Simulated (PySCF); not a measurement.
An excited-state job on `C=C(C)Br` (2-bromopropene).

Method: TDDFT wB97X-D/def2-SVPD, vertical, gas phase, core orbitals frozen in the response (PySCF 2.14.0, density-fitted response routines). Geometry: GFN2-xTB. The input is one job of a driver script: a line of settings, then coordinates in Å.

Input:
```
{"job": {"kind": "uv", "xc": "wB97X-D", "basis": "def2-SVPD", "nstates": 8, "ntriplets": 3}, "charge": 0, "multiplicity": 1}
C      1.270243    -0.507577     0.325743
C      0.314171     0.192623    -0.253250
C     -1.142478     0.132028     0.042574
Br     0.767914     1.446508    -1.636707
H      2.306126    -0.406735     0.054393
H      1.037186    -1.214986     1.103707
H     -1.505834     1.111504     0.354352
H     -1.336269    -0.588746     0.833766
H     -1.697499    -0.158625    -0.849755
```

Output:
```
coarse grid: 35232 points
cycle   1  E = -2691.0635773232  dE = -6.693e-01  |g| = 3.073e-01  |ddm| = 4.249e+00
cycle   2  E = -2691.0688722537  dE = -5.295e-03  |g| = 3.102e-01  |ddm| = 9.764e-01
cycle   3  E = -2691.0908761643  dE = -2.200e-02  |g| = 4.301e-02  |ddm| = 4.905e-01
cycle   4  E = -2691.0913955371  dE = -5.194e-04  |g| = 1.390e-02  |ddm| = 8.716e-02
cycle   5  E = -2691.0914567977  dE = -6.126e-05  |g| = 3.881e-03  |ddm| = 4.235e-02
cycle   6  E = -2691.0914621700  dE = -5.372e-06  |g| = 9.536e-04  |ddm| = 1.017e-02
final grid: 73560 points
cycle   7  E = -2691.0912834606  dE = -1.661e-06  |g| = 9.433e-04  |ddm| = 1.638e-02
cycle   8  E = -2691.0912835350  dE = -7.438e-08  |g| = 9.633e-04  |ddm| = 3.496e-03
cycle   9  E = -2691.0912837268  dE = -1.918e-07  |g| = 1.186e-04  |ddm| = 1.540e-03
cycle  10  E = -2691.0912837336  dE = -6.816e-09  |g| = 8.146e-05  |ddm| = 4.481e-04
cycle  11  E = -2691.0912837361  dE = -2.487e-09  |g| = 1.113e-05  |ddm| = 2.543e-04
cycle  12  E = -2691.0912837361  dE = -5.093e-11  |g| = 4.318e-06  |ddm| = 4.833e-05
converged SCF energy = -2691.0912837361

Static polarisability (au): isotropic 59.645, principal 44.629 60.667 73.640

Singlet excitations
state   eV       nm        f      main configurations
  1   5.7822    214.4   0.00000   H->L 0.89
  2   6.5685    188.8   0.00506   H-1->L 0.90
  3   6.6784    185.6   0.23352   H->L+1 0.93
  4   7.0170    176.7   0.00036   H-1->L+1 0.98
  5   7.2495    171.0   0.00361   H->L+2 0.88
  6   7.7015    161.0   0.00237   H-2->L 0.85
  7   8.1625    151.9   0.03095   H-1->L+2 0.55, H-2->L+1 0.13, H-1->L+3 0.12
  8   8.2571    150.2   0.08902   H->L+3 0.71, H-2->L+2 0.09

Triplet excitations (Tamm-Dancoff, eV): 4.3924 5.3113 5.8931
```

The SCF starts on a coarse grid where the log names one; the energy can jump when the final grid takes over, and dE then counts from the start density on the new grid. H and L stand for HOMO and LUMO; the number after each pair is its weight.

Q: How does the lowest singlet excitation compare with the HOMO–LUMO gap?

A: HOMO -9.16 eV and LUMO 1.60 eV give a gap of 10.76 eV; S1 at 5.78 eV lies 4.98 eV below it.

Summary of the converged run: HOMO -9.16 eV, LUMO 1.60 eV; lowest singlet 5.78 eV; lowest triplet 4.39 eV (Tamm–Dancoff); mean polarisability 59.6 au.

 Relativistic effects, spin–orbit coupling among them, are left out although an element past zinc is present.

The run took 14 s of wall time on one thread, Arm Neoverse V1, shared host.
Labels such as C1 count atoms from 1, the log's own numbers from 0.

wB97X-D is run here without its empirical dispersion term; that term would change no orbital, density or response property at a fixed geometry.
